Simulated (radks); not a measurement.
The numbers below are computed, except where a source is named.
Charge is removed step by step from the 6s1/2 level of Er, starting from [Xe] 4f12 6s2. Code: a radial shooting solver on a logarithmic mesh with Libxc functionals. Model: Dirac Kohn-Sham, LDA (Slater exchange, Perdew-Wang correlation), spin-unpolarised, spherical densities, finite nucleus; open shells fill j = l - 1/2 first; Fermi nuclear charge, rms radius 5.2516 fm.

| removed (e) | E - E(0) (eV) | eigenvalue (eV) | E minus straight line (eV) |
|---|---|---|---|
| 0 | 0.000 | -3.986 | 0.000 |
| 0.1 | 0.424 | -4.487 | -0.236 |
| 0.2 | 0.898 | -4.996 | -0.422 |
| 0.3 | 1.423 | -5.513 | -0.557 |
| 0.4 | 2.001 | -6.039 | -0.639 |
| 0.5 | 2.631 | -6.571 | -0.669 |
| 0.6 | 3.315 | -7.111 | -0.645 |
| 0.7 | 4.053 | -7.657 | -0.567 |
| 0.8 | 4.847 | -8.209 | -0.433 |
| 0.9 | 5.695 | -8.766 | -0.245 |
| 1 | 6.600 | -9.328 | 0.000 |

Removing the whole electron costs 6.600 eV by Delta-SCF, against 3.986 eV from minus the eigenvalue at the starting occupation. Slater's transition state (half an electron removed) gives 6.571 eV. Integrating minus the eigenvalue over the occupation (Janak's theorem) gives 6.600 eV. The mean slope of the eigenvalue, de/dn, is 5.34 eV per electron. Ionisation energy of Er in the NIST Atomic Spectra Database: 6.108 eV (measured).

Beside tabulated values, note that spin-unpolarised runs miss the spin-polarisation part of the exchange energy of open shells.
